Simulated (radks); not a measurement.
Ionisation of the thallium ion Tl+, [Hg], to [Xe] 4f14 5d10 6s1 as the strength of local exchange is varied. Calculated with a radial shooting solver on a logarithmic mesh with Libxc functionals: scalar-relativistic Kohn-Sham, Slater X-alpha exchange (alpha = 2/3 is LDA exchange), no correlation, spin-polarised, spherical densities, finite nucleus; Fermi nuclear charge, rms radius 5.4759 fm.

alpha = 0.579: E(Tl+) (hartree) -20173.7066; exchange (hartree) -310.6885; IE (eV) 18.722; -e of the level emptied (eV) 14.543 (6s); <r> of it (bohr) 2.445
alpha = 0.657: E(Tl+) (hartree) -20215.8556; exchange (hartree) -353.3127; IE (eV) 19.517; -e of the level emptied (eV) 15.337 (6s); <r> of it (bohr) 2.408
alpha = 0.66: E(Tl+) (hartree) -20217.4786; exchange (hartree) -354.9557; IE (eV) 19.548; -e of the level emptied (eV) 15.368 (6s); <r> of it (bohr) 2.406
alpha = 0.667: E(Tl+) (hartree) -20221.2660; exchange (hartree) -358.7905; IE (eV) 19.620; -e of the level emptied (eV) 15.440 (6s); <r> of it (bohr) 2.403
alpha = 0.723: E(Tl+) (hartree) -20251.5920; exchange (hartree) -389.5216; IE (eV) 20.200; -e of the level emptied (eV) 16.024 (6s); <r> of it (bohr) 2.377
alpha = 0.829: E(Tl+) (hartree) -20309.1246; exchange (hartree) -447.9480; IE (eV) 21.318; -e of the level emptied (eV) 17.153 (6s); <r> of it (bohr) 2.331
alpha = 1.038: E(Tl+) (hartree) -20423.0584; exchange (hartree) -564.1304; IE (eV) 23.596; -e of the level emptied (eV) 19.473 (6s); <r> of it (bohr) 2.244

NIST Atomic Spectra Database: 20.428 eV (measured). The Delta-SCF value meets it near alpha = 0.74.

Beside tabulated values, note that scalar-relativistic runs lack spin-orbit coupling.
